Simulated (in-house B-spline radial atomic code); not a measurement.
Values are calculated unless marked as measured or tabulated.
Extrapolating the RPA correlation energy in partial waves: Cd VIII (Cd7+)

All-electron RPA on PBE orbitals from an all-electron radial atomic-structure program (B-spline basis), scalar-relativistic (spin-free one-electron X2C), finite nucleus, configuration [Kr] 4d5, highest spin. With empty states up to angular momentum L the sums are:

```
L  E_c(L) (hartree)
4         -2.734594
5         -2.943532
6         -3.045152
7         -3.098766
8         -3.128145
9         -3.145556
```

For large l each further wave adds A/(l + 1/2)⁴, because the basis must build the cusp where two electrons meet.

Task: Estimate the limit from L = 8 and L = 9.

Result: Wave 9 adds -0.017411, against a sum of (l + 1/2)⁻⁴ of 1.22774e-04, so A = -141.81. The sum over l > 9 is ζ(4, 10.5) = 3.3168e-04, close to 1/(3 × 10³) = 3.3333e-04. The tail is -0.047037 and the limit -3.19259 hartree.

Task: How good is the estimate?

Result: A run to L = 11 sums to -3.16369 and extrapolates to -3.18786 hartree, 1.80 millihartree from the run before, so it has not settled and is itself too deep. The estimate differs from that by -4.73 millihartree, while the bare sum at L = 9 misses 42.3 millihartree (1.3 %).
